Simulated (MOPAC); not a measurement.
Input for MOPAC: AM1 on InTe, 2S+1 = 2, a spin state set in the input, which need not be the lowest, a point of a bond scan (R = 2.475 Å).

```
AM1 1SCF PRECISE CHARGE=0 UHF MS=0.5 THREADS=1
InTe

In     0.00000000 1     0.00000000 1     0.00000000 1
Te     0.00000000 1     0.00000000 1     2.47534900 1
```

The log:

```
*******************************************************************************
 **                                                                           **
 **                              MOPAC v23.2.5                                **
 **                                                                           **
 *******************************************************************************
 ** MOPAC's Digital Object Identifier: https://doi.org/10.5281/zenodo.6511958 **
 **                                                                           **
 ** Please cite the open-source release paper for use of this MOPAC version:  **
 ** J. E. Moussa and J. J. P. Stewart (2026)                                  **
 ** MOPAC: An open-source semiempirical molecular orbital program             **
 ** J. Open Source Softw., 11(119), 8025, https://doi.org/10.21105/joss.08025 **
 *******************************************************************************

                              AM1 CALCULATION RESULTS

 *******************************************************************************
 *  AM1        - The AM1 Hamiltonian to be used
 *  UHF        - UNRESTRICTED HARTREE-FOCK CALCULATION
 *
 *
 *
 *                 CHARGE ON SYSTEM = 0
 *
 *
 *
 *  MS=        - IN MECI, MAGNETIC COMPONENT OF SPIN =  0.5
 *  PRECISE    - TIGHTER CRITERIA TO BE USED
 *  1SCF       - DO 1 SCF AND THEN STOP
 *  THREADS=1  - MULTI-THREADING NOT USED
 *  T=         - A TIME OF 172800.0 SECONDS REQUESTED
 *  DUMP=N     - RESTART FILE WRITTEN EVERY 7200.0 SECONDS REQUESTED
 *******************************************************************************
AM1 1SCF PRECISE CHARGE=0 UHF MS=0.5 THREADS=1
 InTe

   ATOM   CHEMICAL          X               Y               Z
  NUMBER   SYMBOL      (ANGSTROMS)     (ANGSTROMS)     (ANGSTROMS)

     1      In          0.00000000  *   0.00000000  *   0.00000000  *
     2      Te          0.00000000  *   0.00000000  *   2.47534900  *



          CARTESIAN COORDINATES

    NO.       ATOM           X           Y           Z

     1        In          0.0000      0.0000      0.0000
     2        Te          0.0000      0.0000      2.4753

 In: (AM1): J. J. P. STEWART, J. MOL. MOD., 10, 155-164 (2004)
 Te: (AM1): J. J. P. STEWART, J. MOL. MOD., 10, 155-164 (2004)

           Empirical Formula: In Te  =     2 atoms



      MOLECULAR POINT GROUP   :   C*v


          UHF CALCULATION, NO. OF ALPHA ELECTRONS =    5
                           NO. OF BETA  ELECTRONS =    4

 -------------------------------------------------------------------------------
 AM1 1SCF PRECISE CHARGE=0 UHF MS=0.5 THREADS=1
 InTe



     1SCF WAS SPECIFIED, SO BFGS WAS NOT USED
     SCF FIELD WAS ACHIEVED


                              AM1 CALCULATION
                                                       MOPAC v23.2.5 Linux




          FINAL HEAT OF FORMATION =         48.46961 KCAL/MOL =     202.79686 KJ/MOL


          COSMO AREA              =        104.25 SQUARE ANGSTROMS
          COSMO VOLUME            =         93.01 CUBIC ANGSTROMS

          IONIZATION POTENTIAL    =          7.400894 EV
          ALPHA SOMO LUMO (EV)    =         -8.193 -1.202
          BETA  SOMO LUMO (EV)    =         -7.401 -2.953
          NO. OF ALPHA ELECTRONS  =          5
          NO. OF BETA  ELECTRONS  =          4
          MOLECULAR WEIGHT        =        242.4200         POINT GROUP:  C*v

          MOLECULAR DIMENSIONS (Angstroms)

            Atom       Atom       Distance
           Te     2   In     1     2.47535
           Te     2   In     1     0.00000
           In     1   Te     2     0.00000


          SCF CALCULATIONS        =          1





   ATOM   CHEMICAL          X               Y               Z
  NUMBER   SYMBOL      (ANGSTROMS)     (ANGSTROMS)     (ANGSTROMS)

     1      In          0.00000000  *   0.00000000  *   0.00000000  *
     2      Te          0.00000000  *   0.00000000  *   2.47534900  *

                             CARTESIAN COORDINATES

   1   In        0.000000000     0.000000000     0.000000000
   2   Te        0.000000000     0.000000000     2.475349000


           Empirical Formula: In Te  =     2 atoms



      MOLECULAR POINT GROUP   :   C*v


          ALPHA EIGENVALUES
 -26.99697 -13.52460  -9.85097  -8.63217  -8.19287  -1.20228  -1.06777  -0.88981


           BETA EIGENVALUES
 -22.28214 -12.78423  -7.43647  -7.40089  -2.95325  -1.04101  -0.79539  -0.61404


              NET ATOMIC CHARGES AND DIPOLE CONTRIBUTIONS

  ATOM NO.   TYPE          CHARGE      No. of ELECS.   s-Pop       p-Pop
    1         In           0.031848        2.9682     1.93302     1.03513
    2         Te          -0.031848        6.0318     1.95990     4.07194
 DIPOLE           X         Y         Z       TOTAL
 POINT-CHG.     0.000     0.000    -0.379     0.379
 HYBRID        -0.000    -0.000     1.194     1.194
 SUM           -0.000    -0.000     0.815     0.815


          ATOMIC ORBITAL ELECTRON POPULATIONS

     Atom    s        px        py        pz
    1 In   1.93302   0.29191   0.04520   0.69801
    2 Te   1.95990   1.70809   0.95480   1.40906


                    (SZ)    =    0.500000
                    (S**2)  =    0.924245


          ATOMIC ORBITAL SPIN POPULATIONS

    Atom   Total    s     px     py     pz
         Atomic
    1 In -0.3903  0.045 -0.150  0.045 -0.331
    2 Te  1.3903  0.006  0.150  0.955  0.279

 **********************
 *                    *
 * JOB ENDED NORMALLY *
 *                    *
 **********************




 == MOPAC DONE ==
```

The run finished. Its determinant has ⟨S²⟩ = 0.92, a mixture of spin states.

Cost: roughly 0.020 core-seconds.
